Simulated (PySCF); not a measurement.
Several structures and their simulated spectra, in scrambled order.

A. `C#C[C@@H]1CC[C@]1(F)OC`
B. SMILES O=C[C@@]12CC[C@@H]1C[C@H]2F
C. SMILES COC(OCC)=O

Spectrum 1. 1H NMR (500 MHz, computed): δ 4.02 (q, J = 7.8 Hz, 2H), 3.62 (s, 3H), 1.24 (t, J = 7.8 Hz, 3H). 13C{1H} NMR (computed): δ 161.5 (C), 63.4 (CH2), 54.0 (CH3), 15.5 (CH3).

Spectrum 2. 1H NMR (500 MHz, computed): δ 3.46 (s, 3H), 3.09 (m, 1H), 2.53 (m, 1H), 2.27 (d, 1H), 2.26 (m, 1H), 2.05 (m, 1H), 1.62 (m, 1H). 13C{1H} NMR (computed): δ 114.4 (C), 86.1 (C), 80.4 (CH), 50.0 (CH3), 37.5 (CH), 35.9 (CH2), 21.4 (CH2).

Spectrum 3. 1H NMR (500 MHz, computed): δ 9.98 (m, 1H), 5.07 (m, 1H), 3.19 (m, 1H), 2.71 (m, 1H), 2.57 (m, 1H), 2.43 (m, 1H), 2.16 (m, 1H), 1.59 (m, 1H), 1.36 (m, 1H). 13C{1H} NMR (computed): δ 201.2 (CH), 94.2 (CH), 54.6 (C), 38.7 (CH2), 35.1 (CH), 24.3 (CH2), 18.5 (CH2).

PySCF calculation with PBE0/pcSseg-1 with gauge-including orbitals, PBE0-D3(BJ)/def2-SVP geometry and couplings computed with B3LYP/pcJ-1 (spin–dipole term left out of most H,H and C,H couplings); one conformer, non-relativistic Hamiltonian, equivalent nuclei averaged, no solvent.

Referencing at the same level of theory: 1H (31.27 ppm) and 13C (184.41 ppm) against TMS. Multiplet labels drop J under 1 Hz and among equivalent protons, and merge close values. Unscaled 3J(H,H) run several per cent high. Splittings of carbon signals by F and P are missing where no couplings were computed. Where no couplings were computed, multiplicities follow the n + 1 count of equivalent neighbours, and m marks all less simple cases (inequivalent or close neighbours, rings, F or P nearby). Shifts are as computed. Against solution values, carbons near 30 ppm lie about +2 ppm off and those near 130 ppm about +5 ppm. Of 1211 compounds with measured shifts, 218 miss one by over three times the rms of a fit or turn the order of signals round; such compounds aren't used in these exercises.

**Question.** Which spectrum belongs to which compound?

**Answer.** 1–C, 2–A, 3–B.

- Spectrum 1 (C): 4 13C signals; δC 161.5 is a carbonate carbon; δC 63.4 is an sp3 CH2 bonded to O.
- Spectrum 2 (A): 7 13C signals; δC 114.4 is a fully substituted sp3 carbon bonded to F and O; δC 86.1 is an alkyne carbon.
- Spectrum 3 (B): 7 13C signals; δC 201.2 is an aldehyde carbonyl carbon; δC 94.2 is an sp3 CH bonded to F.
